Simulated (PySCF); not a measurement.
A calculated (M06-L, PySCF 2.14, aug-cc-pVDZ-DK, the spin-free X2C one-electron Hamiltonian (Gaussian nucleus)) atom or ion has these occupied shells.

```
shell  electrons  orbital energy (eV)  rms radius, mean of both spins (bohr)
 1s α          1             -12519.9                                 0.0508
 1s β          1             -12519.8                                 0.0508
 2s α          1              -1622.4                                  0.212
 2s β          1              -1622.3                                  0.212
 2p α          3              -1423.8                                  0.189
 2p β          3              -1423.7                                  0.189
 3s α          1              -221.14                                  0.613
 3s β          1              -221.03                                  0.613
 3p α          3              -157.95                                  0.636
 3p β          3              -157.82                                  0.636
 3d α          5              -54.665                                  0.703
 3d β          5              -54.477                                  0.703
 4s α          1              -18.643                                   1.95
 4s β          1              -16.338                                   1.95
 4p α          3               -7.386                                   2.48
 4p β          1               -5.763                                   2.48
```

Q: Name the element and its charge.

A: Se (selenium, neutral), in [Ar] 3d10 4s2 4p4, high-spin 3P determinant.
